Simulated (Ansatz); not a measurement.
Gas-phase reaction in SMILES: F[C](Cl)Br -> F[C-](Cl)Br (an electron is taken up)
Structures are relaxed separately at B3LYP-D3(BJ)/def2-TZVP in Ansatz (a program for electronic structure).
Geometry of the first species:
SMILES: F[C](Cl)Br
```xyz
4

F     -0.7414     1.5885    -0.5581
C     -0.5663     0.4987     0.1785
Cl    -1.8772    -0.6112     0.0672
Br     1.1995    -0.1971     0.0803
```
Charge 0, spin multiplicity 2.

Property: adiabatic electron affinity (electronic energy difference), positive where the reaction releases energy, in eV. Cores are frozen in the correlated levels unless marked. UHF or UKS for open shells. No spin-orbit coupling. Frozen are the shells of the preceding noble gas and the d and f shells that filled before the atom's block. No relativistic terms. Anions need diffuse functions: def2-D sets add few; the other sets have none. CBS marks a two-point X^-3 extrapolation of the correlation energy; Hartree-Fock from the larger set. The bracket is a focal-point correction in the basis named.

RI-MP2/CBS(def2-TZVPPD,def2-QZVPPD)+[CCSD(T)-MP2]/def2-SVPD (Ansatz) gives 2.20 eV.

Another calculation gave 1.90 eV. Which level was it?
(A) B97M-V/def2-TZVPD (Ansatz)
(B) r2SCAN/def2-TZVPD (Ansatz)
(C) BHLYP/def2-TZVPD (Ansatz)
(D) LC-wPBE/def2-TZVPD (Ansatz)

C, BHLYP/def2-TZVPD (Ansatz). The others give 2.22 (B97M-V), 2.08 (r2SCAN), 1.74 (LC-wPBE) eV.
